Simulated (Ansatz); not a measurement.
`C[BH][GeH3]` + H• → `C[B][GeH3]`• + H₂ at 400 K and 1 bar (hydrogen abstraction from a B–H bond).

Isolated molecules relaxed with PBE0-D4/def2-TZVP in Ansatz; ΔE leaves out vibrations. CBS: MP2 limit from def2 TZ/QZ plus the TZ coupled-cluster correction, frozen cores. This one scheme is used for every species, atoms too. No spin–orbit coupling; open shells (•) take unrestricted orbitals. For Ge outer-core shells are correlated without core-valence functions, so the limit isn't a true one: a few kJ/mol of doubt a bond, and 10 to 20 or more in all where bonds break to atoms. Scalar relativity is left out up to krypton.

```tsv
species	CCSD(T)/CBS energy (Eh)	H − E (kJ/mol)	S (J/(mol·K))
`C[BH][GeH3]`	-2143.14307	215.7	357.8
H•	-0.50000	8.3	120.8
`C[B][GeH3]`•	-2142.47298	187.7	358.7
H₂	-1.17544	38.0	139.0
```

H − E and S are ideal-gas, rigid-rotor, harmonic terms from PBE0-D4/def2-TZVP, for one conformer and one mirror image of each species, with the whole ground term of open shells counted as degenerate. The MP2-based limit puts H₂ 0.8 mEh under its directly extrapolated value; such offsets cancel only in part. 1 Eh = 2625.50 kJ/mol, R = 8.31446 J/(mol·K).

Question: By hand: ΔE, ΔH, ΔS and ΔG.

Answer: ΔE = (-2142.47298) + (-1.17544) − (-2143.14307) − (-0.50000) = -0.00535 Eh = -14.0 kJ/mol. Δ(H − E) = 187.7 + 38.0 − 215.7 − 8.3 = 1.7, so ΔH = -12.3 kJ/mol. ΔS = 358.7 + 139.0 − 357.8 − 120.8 = 19.1 J/(mol·K). ΔG = -12.3 − 400 × (19.1)/1000 = -19.9 kJ/mol.

Question: By hand: the equilibrium constant, and the temperature at which ΔG would vanish if ΔH and ΔS stayed fixed.

Answer: log₁₀ K = −ΔG/(RT ln 10) = 2.6. ΔH and −TΔS have one sign here, so there is no such temperature.

TΔS isn't small against ΔH here. A doubt of 5 kJ/mol in ΔE shifts log₁₀ K by 0.7 here. Other conformers and mirror images would add mixing entropy, several J/(mol·K) or more a flexible species. Modes under 60 cm⁻¹, often nearly free rotors, make the harmonic entropy too high. These are equilibria of isolated gas molecules and say nothing of rates. Largest T1 diagnostic: 0.013 (customary marks: 0.02 for closed shells, 0.045 for open ones).
